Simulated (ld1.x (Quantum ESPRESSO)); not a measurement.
# u(r) = r·R(r): atom against pseudo-atom (Ge (Z = 32))

Columns: radius, all-electron u(r) and pseudo u(r) of the 4s shell (level -12.16 eV) of germanium in the configuration [Ar] 3d10 4s1.5 4p2.5; BLYP, scalar-relativistic, TM scheme, ld1.x (Quantum ESPRESSO) 7.5.

| r (bohr) | all-electron | pseudo |
| --- | --- | --- |
| 0.095 | -0.1442 | -0.0210 |
| 0.190 | -0.1591 | -0.0430 |
| 0.285 | 0.1016 | -0.0671 |
| 0.380 | 0.2996 | -0.0943 |
| 0.475 | 0.3537 | -0.1261 |
| 0.570 | 0.2930 | -0.1636 |
| 0.665 | 0.1664 | -0.2081 |
| 0.760 | 0.0126 | -0.2606 |
| 0.855 | -0.1434 | -0.3214 |
| 0.950 | -0.2879 | -0.3897 |
| 1.045 | -0.4137 | -0.4632 |
| 1.140 | -0.5184 | -0.5374 |
| 1.235 | -0.6019 | -0.6071 |
| 1.330 | -0.6657 | -0.6664 |
| 1.425 | -0.7116 | -0.7117 |
| 1.520 | -0.7421 | -0.7421 |
| 1.615 | -0.7593 | -0.7593 |
| 1.710 | -0.7654 | -0.7654 |
| 1.805 | -0.7622 | -0.7622 |
| 1.900 | -0.7517 | -0.7517 |
| 1.995 | -0.7352 | -0.7352 |
| 2.090 | -0.7142 | -0.7142 |
| 2.185 | -0.6896 | -0.6896 |
| 2.280 | -0.6626 | -0.6626 |
| 2.375 | -0.6337 | -0.6337 |
| 2.470 | -0.6038 | -0.6038 |

Question: How many radial nodes do the two functions have?

Answer: The all-electron 4s function has n − l − 1 = 3 (the table is too coarse to show those close to the nucleus); the pseudo-wave has 0, since the states of the same l below it are removed with the core.

Question: At about which radius was the pseudo-wave matched?

Answer: 1.50 bohr, where the columns begin to agree (steps of 0.10 bohr).

Question: Where does each function peak?

Answer: Outermost all-electron maximum near 1.71 bohr, pseudo maximum near 1.71 bohr (to the table’s step).

Question: Is the pseudo-wave norm-conserving?

Answer: Yes: the TM scheme keeps the norm inside the radius equal to the all-electron one, which fixes the energy derivative of the logarithmic derivative at the level.
